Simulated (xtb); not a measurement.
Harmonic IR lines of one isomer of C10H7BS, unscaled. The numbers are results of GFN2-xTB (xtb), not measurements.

wavenumber (cm⁻¹): 646 (w), 675 (w), 794 (w), 812 (vs), 863 (vw), 1071 (m), 1187 (w), 1213 (vs), 1297 (w), 1348 (w), 1385 (w), 1492 (vs), 1545 (m), 2645 (vs), 2686 (s), 3084 (vw), 3094 (m), 3103 (m), 3124 (w), 3394 (vw)

### Question
Say which structure gives these lines.
A) `Bc1ccc(C#C)c2ccsc12`
B) `Bc1cc2c(C#C)cccc2s1`
C) `Bc1cc2sccc2cc1C#C`
D) `Bc1cc2ccc(C#C)cc2s1`

### Answer
B, `Bc1cc2c(C#C)cccc2s1`
